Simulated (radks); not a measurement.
Task: These are the eigenvalues of the occupied orbitals of an atom or ion with whole-number occupations (eV). All-electron calculation, scalar-relativistic Kohn-Sham, PBEsol, spin-polarised, spherical densities, point nucleus. Program: a radial shooting solver on a logarithmic mesh with Libxc functionals.

orbital  eigenvalue
1s down   -35783.12
1s up     -35783.11
2s up     -5613.313
2s down   -5613.309
2p up     -5036.118
2p down   -5036.116
3s up     -1166.825
3s down   -1166.824
3p up     -981.1102
3p down   -981.1087
3d up     -708.3617
3d down   -708.3586
4s up     -220.0897
4s down   -220.0834
4p up     -160.6957
4p down   -160.6906
4d up      -74.2664
4d down    -74.2627
5s up      -26.8634
5s down    -26.7897
5p up      -13.6839
5p down    -13.5376
5d up       -0.6307

Which element is it, and in what charge state? The configuration may be excited. Open shells, if any, are filled with parallel spins first.

Result: Z = 55, caesium, charge 0: Cs in [Xe] 5d1. The list shows which subshells hold electrons but not how many an open one holds; the 1s level, -1315 hartree, gives Z - s = 51.3 by -(Z - s)^2/2, which with screening and relativity narrows Z to a few neighbours, and the depths of the outer levels then fix element, charge and occupations together.
